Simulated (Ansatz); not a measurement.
Ansatz (an electronic-structure program) input (HF/6-31G* with LANL2DZ past Ar): The .json file joins the Basis Set Exchange's 6-31G* for atoms up to Ar and LANL2DZ past it.

Ansatz 0.2 input:
```yaml
crystal:
  periodic: [false, false, false]
  atoms:
    - {symbol: C, position_ang: [1.67208584, -0.59900548, -0.18226762]}
    - {symbol: Ge, position_ang: [-0.02534284, 0.35319244, 0.19507251]}
    - {symbol: C, position_ang: [-1.58746394, -0.71851345, -0.38935430]}
    - {symbol: H, position_ang: [1.75373373, -0.81064872, -1.24393225]}
    - {symbol: H, position_ang: [1.71202641, -1.53834267, 0.35817269]}
    - {symbol: H, position_ang: [2.52436409, 0.00225548, 0.11328343]}
    - {symbol: H, position_ang: [-0.02966596, 1.72346507, -0.52765413]}
    - {symbol: H, position_ang: [-1.51862358, -0.93062627, -1.45183262]}
    - {symbol: H, position_ang: [-1.62676931, -1.66075612, 0.14605133]}
    - {symbol: H, position_ang: [-2.51182608, -0.18239116, -0.20667729]}
basis:
  gaussian:
    orbitals: 6-31Gs+LANL2DZ.json
hamiltonian:
  xc: {name: HF}
magnetization: {spin_polarized: true, initial_magnetization: 1}
phonons: {temperatures: {t_min: 298.15, t_max: 298.15, t_step: 100}}
```

Output:

```
Functional definition: HF
integrals: 0.01 GiB planned
699 factors; integrals over basis functions are off by at most 4.1e-4 eV
mean field: 0.13 GiB planned
mean field evaluation 1: about -2267.6263 eV, gradient 1.8e1 eV
mean field evaluation 2: about -2267.6979 eV, gradient 1.8e1 eV
mean field evaluation 4: about -2269.5723 eV, gradient 1.7e0 eV
mean field evaluation 8: about -2269.6117 eV, gradient 2.0e-1 eV
mean field evaluation 16: about -2269.6131 eV, gradient 2.1e-5 eV
mean field -2269.61305328 eV, -83.4067413089 hartree, gradient 2.1e-5 eV, S^2 0.752538; 0 other end points of the search recorded, 0 dependent functions left out
the calculation of the forces begins
reference -2269.61305328 eV, -83.4067413089 hartree; 12, 11 occupied and 40, 41 virtual orbitals, 699 factors
these checks for a lower state are left out or cut short: stability, starts, cluster_reference, orbital_swaps, neighbouring_geometries, increment
integrals: 0.01 GiB planned
699 factors; integrals over basis functions are off by at most 4.1e-4 eV
mean field: 0.13 GiB planned
mean field -2269.61291847 eV, -83.4067363548 hartree, gradient 1.8e-6 eV, S^2 0.752536; 0 other end points of the search recorded, 0 dependent functions left out
the calculation of the forces begins
reference -2269.61291847 eV, -83.4067363548 hartree; 12, 11 occupied and 40, 41 virtual orbitals, 699 factors
these checks for a lower state are left out or cut short: stability, starts, cluster_reference, orbital_swaps, neighbouring_geometries, increment
integrals: 0.01 GiB planned
699 factors; integrals over basis functions are off by at most 4.1e-4 eV
mean field: 0.13 GiB planned
mean field -2269.61291859 eV, -83.4067363594 hartree, gradient 1.6e-6 eV, S^2 0.752539; 0 other end points of the search recorded, 0 dependent functions left out
the calculation of the forces begins
reference -2269.61291859 eV, -83.4067363594 hartree; 12, 11 occupied and 40, 41 virtual orbitals, 699 factors
these checks for a lower state are left out or cut short: stability, starts, cluster_reference, orbital_swaps, neighbouring_geometries, increment
integrals: 0.01 GiB planned
699 factors; integrals over basis functions are off by at most 4.1e-4 eV
mean field: 0.13 GiB planned
mean field evaluation 32: about -2269.6129 eV, gradient 1.3e-4 eV
mean field -2269.61289064 eV, -83.4067353323 hartree, gradient 1.5e-6 eV, S^2 0.752540; 0 other end points of the search recorded, 0 dependent functions left out
the calculation of the forces begins
reference -2269.61289064 eV, -83.4067353323 hartree; 12, 11 occupied and 40, 41 virtual orbitals, 699 factors
these checks for a lower state are left out or cut short: stability, starts, cluster_reference, orbital_swaps, neighbouring_geometries, increment
integrals: 0.01 GiB planned
699 factors; integrals over basis functions are off by at most 4.1e-4 eV
mean field: 0.13 GiB planned
mean field -2269.61288563 eV, -83.4067351479 hartree, gradient 1.7e-6 eV, S^2 0.752535; 0 other end points of the search recorded, 0 dependent functions left out
the calculation of the forces begins
reference -2269.61288563 eV, -83.4067351479 hartree; 12, 11 occupied and 40, 41 virtual orbitals, 699 factors
these checks for a lower state are left out or cut short: stability, starts, cluster_reference, orbital_swaps, neighbouring_geometries, increment
integrals: 0.01 GiB planned
699 factors; integrals over basis functions are off by at most 4.2e-4 eV
mean field: 0.13 GiB planned
mean field -2269.61288319 eV, -83.4067350582 hartree, gradient 1.6e-6 eV, S^2 0.752544; 0 other end points of the search recorded, 0 dependent functions left out
the calculation of the forces begins
reference -2269.61288319 eV, -83.4067350582 hartree; 12, 11 occupied and 40, 41 virtual orbitals, 699 factors
these checks for a lower state are left out or cut short: stability, starts, cluster_reference, orbital_swaps, neighbouring_geometries, increment
integrals: 0.01 GiB planned
699 factors; integrals over basis functions are off by at most 4.1e-4 eV
mean field: 0.13 GiB planned
mean field -2269.61287875 eV, -83.4067348951 hartree, gradient 1.6e-6 eV, S^2 0.752531; 0 other end points of the search recorded, 0 dependent functions left out
the calculation of the forces begins
reference -2269.61287875 eV, -83.4067348951 hartree; 12, 11 occupied and 40, 41 virtual orbitals, 699 factors
these checks for a lower state are left out or cut short: stability, starts, cluster_reference, orbital_swaps, neighbouring_geometries, increment
integrals: 0.01 GiB planned
699 factors; integrals over basis functions are off by at most 4.1e-4 eV
mean field: 0.13 GiB planned
mean field -2269.61300818 eV, -83.4067396517 hartree, gradient 2.3e-6 eV, S^2 0.752557; 0 other end points of the search recorded, 0 dependent functions left out
[...]
reference -2269.61296220 eV, -83.4067379618 hartree; 12, 11 occupied and 40, 41 virtual orbitals, 699 factors
these checks for a lower state are left out or cut short: stability, starts, cluster_reference, orbital_swaps, neighbouring_geometries, increment
integrals: 0.01 GiB planned
699 factors; integrals over basis functions are off by at most 4.1e-4 eV
mean field: 0.13 GiB planned
mean field -2269.61300995 eV, -83.4067397167 hartree, gradient 1.5e-6 eV, S^2 0.752538; 0 other end points of the search recorded, 0 dependent functions left out
the calculation of the forces begins
reference -2269.61300995 eV, -83.4067397167 hartree; 12, 11 occupied and 40, 41 virtual orbitals, 699 factors
these checks for a lower state are left out or cut short: stability, starts, cluster_reference, orbital_swaps, neighbouring_geometries, increment
integrals: 0.01 GiB planned
699 factors; integrals over basis functions are off by at most 4.1e-4 eV
mean field: 0.13 GiB planned
mean field -2269.61301484 eV, -83.4067398965 hartree, gradient 1.5e-6 eV, S^2 0.752538; 0 other end points of the search recorded, 0 dependent functions left out
the calculation of the forces begins
reference -2269.61301484 eV, -83.4067398965 hartree; 12, 11 occupied and 40, 41 virtual orbitals, 699 factors
these checks for a lower state are left out or cut short: stability, starts, cluster_reference, orbital_swaps, neighbouring_geometries, increment
integrals: 0.01 GiB planned
699 factors; integrals over basis functions are off by at most 4.1e-4 eV
mean field: 0.13 GiB planned
mean field -2269.61297642 eV, -83.4067384845 hartree, gradient 2.5e-6 eV, S^2 0.752538; 0 other end points of the search recorded, 0 dependent functions left out
the calculation of the forces begins
reference -2269.61297642 eV, -83.4067384845 hartree; 12, 11 occupied and 40, 41 virtual orbitals, 699 factors
these checks for a lower state are left out or cut short: stability, starts, cluster_reference, orbital_swaps, neighbouring_geometries, increment
integrals: 0.01 GiB planned
699 factors; integrals over basis functions are off by at most 4.1e-4 eV
mean field: 0.13 GiB planned
mean field evaluation 160: about -2269.6130 eV, gradient 1.2e-4 eV
mean field -2269.61297891 eV, -83.4067385759 hartree, gradient 2.4e-6 eV, S^2 0.752538; 0 other end points of the search recorded, 0 dependent functions left out
the calculation of the forces begins
reference -2269.61297891 eV, -83.4067385759 hartree; 12, 11 occupied and 40, 41 virtual orbitals, 699 factors
these checks for a lower state are left out or cut short: stability, starts, cluster_reference, orbital_swaps, neighbouring_geometries, increment
integrals: 0.01 GiB planned
699 factors; integrals over basis functions are off by at most 4.1e-4 eV
mean field: 0.13 GiB planned
mean field -2269.61300488 eV, -83.4067395304 hartree, gradient 1.9e-6 eV, S^2 0.752538; 0 other end points of the search recorded, 0 dependent functions left out
the calculation of the forces begins
reference -2269.61300488 eV, -83.4067395304 hartree; 12, 11 occupied and 40, 41 virtual orbitals, 699 factors
these checks for a lower state are left out or cut short: stability, starts, cluster_reference, orbital_swaps, neighbouring_geometries, increment
integrals: 0.01 GiB planned
699 factors; integrals over basis functions are off by at most 4.1e-4 eV
mean field: 0.13 GiB planned
mean field -2269.61300861 eV, -83.4067396674 hartree, gradient 1.9e-6 eV, S^2 0.752538; 0 other end points of the search recorded, 0 dependent functions left out
the calculation of the forces begins
reference -2269.61300861 eV, -83.4067396674 hartree; 12, 11 occupied and 40, 41 virtual orbitals, 699 factors
these checks for a lower state are left out or cut short: stability, starts, cluster_reference, orbital_swaps, neighbouring_geometries, increment
integrals: 0.01 GiB planned
699 factors; integrals over basis functions are off by at most 4.1e-4 eV
mean field: 0.13 GiB planned
mean field -2269.61302756 eV, -83.4067403640 hartree, gradient 1.1e-6 eV, S^2 0.752537; 0 other end points of the search recorded, 0 dependent functions left out
the calculation of the forces begins
reference -2269.61302756 eV, -83.4067403640 hartree; 12, 11 occupied and 40, 41 virtual orbitals, 699 factors
these checks for a lower state are left out or cut short: stability, starts, cluster_reference, orbital_swaps, neighbouring_geometries, increment
integrals: 0.01 GiB planned
699 factors; integrals over basis functions are off by at most 4.1e-4 eV
mean field: 0.13 GiB planned
mean field -2269.61303196 eV, -83.4067405255 hartree, gradient 1.1e-6 eV, S^2 0.752538; 0 other end points of the search recorded, 0 dependent functions left out
the calculation of the forces begins
reference -2269.61303196 eV, -83.4067405255 hartree; 12, 11 occupied and 40, 41 virtual orbitals, 699 factors
these checks for a lower state are left out or cut short: stability, starts, cluster_reference, orbital_swaps, neighbouring_geometries, increment
integrals: 0.01 GiB planned
699 factors; integrals over basis functions are off by at most 4.1e-4 eV
mean field: 0.13 GiB planned
mean field evaluation 192: about -2269.6130 eV, gradient 2.5e-6 eV
mean field -2269.61303910 eV, -83.4067407880 hartree, gradient 2.5e-6 eV, S^2 0.752529; 0 other end points of the search recorded, 0 dependent functions left out
the calculation of the forces begins
reference -2269.61303910 eV, -83.4067407880 hartree; 12, 11 occupied and 40, 41 virtual orbitals, 699 factors
these checks for a lower state are left out or cut short: stability, starts, cluster_reference, orbital_swaps, neighbouring_geometries, increment
integrals: 0.01 GiB planned
699 factors; integrals over basis functions are off by at most 4.1e-4 eV
mean field: 0.13 GiB planned
mean field -2269.61304167 eV, -83.4067408825 hartree, gradient 2.9e-6 eV, S^2 0.752546; 0 other end points of the search recorded, 0 dependent functions left out
the calculation of the forces begins
reference -2269.61304167 eV, -83.4067408825 hartree; 12, 11 occupied and 40, 41 virtual orbitals, 699 factors
these checks for a lower state are left out or cut short: stability, starts, cluster_reference, orbital_swaps, neighbouring_geometries, increment
integrals: 0.01 GiB planned
699 factors; integrals over basis functions are off by at most 4.1e-4 eV
mean field: 0.13 GiB planned
mean field -2269.61303221 eV, -83.4067405346 hartree, gradient 3.1e-6 eV, S^2 0.752539; 0 other end points of the search recorded, 0 dependent functions left out
the calculation of the forces begins
reference -2269.61303221 eV, -83.4067405346 hartree; 12, 11 occupied and 40, 41 virtual orbitals, 699 factors
these checks for a lower state are left out or cut short: stability, starts, cluster_reference, orbital_swaps, neighbouring_geometries, increment
integrals: 0.01 GiB planned
699 factors; integrals over basis functions are off by at most 4.1e-4 eV
mean field: 0.13 GiB planned
mean field -2269.61302618 eV, -83.4067403133 hartree, gradient 3.1e-6 eV, S^2 0.752536; 0 other end points of the search recorded, 0 dependent functions left out
the calculation of the forces begins
reference -2269.61302618 eV, -83.4067403133 hartree; 12, 11 occupied and 40, 41 virtual orbitals, 699 factors
Total energy: -2269.61305328 eV, -83.4067413089 hartree
Atom 0 at     1.672086    -0.599005    -0.182268 Å, force     0.000014     0.000883     0.000645 eV/Å
Atom 1 at    -0.025343     0.353192     0.195073 Å, force    -0.000043     0.000739     0.000246 eV/Å
Atom 2 at    -1.587464    -0.718513    -0.389354 Å, force    -0.000160     0.000877     0.000634 eV/Å
Atom 3 at     1.753734    -0.810649    -1.243932 Å, force     0.000179    -0.000376     0.000775 eV/Å
Atom 4 at     1.712026    -1.538343     0.358173 Å, force    -0.000327     0.000709    -0.000979 eV/Å
Atom 5 at     2.524364     0.002255     0.113283 Å, force    -0.000581    -0.000755    -0.000866 eV/Å
Atom 6 at    -0.029666     1.723465    -0.527654 Å, force     0.000030    -0.001715     0.000513 eV/Å
Atom 7 at    -1.518624    -0.930626    -1.451833 Å, force    -0.000248    -0.000391     0.000748 eV/Å
Atom 8 at    -1.626769    -1.660756     0.146051 Å, force     0.000396     0.000735    -0.000933 eV/Å
Atom 9 at    -2.511826    -0.182391    -0.206677 Å, force     0.000739    -0.000706    -0.000782 eV/Å
Dipole moment:     0.000393    -0.122531     0.064530 e Å
Vibrations: 117.13 124.99 176.08 505.96 575.67 608.19 651.20 804.13 925.15 941.16 943.93 1414.74 1426.22 1601.56 1603.72 1608.60 1611.81 2115.55 3206.26 3206.81 3282.55 3283.28 3294.14 3294.37 cm⁻¹, zero-point energy 2.313745 eV
```

The blocks after the first are displaced geometries, from whose forces the wavenumbers follow.
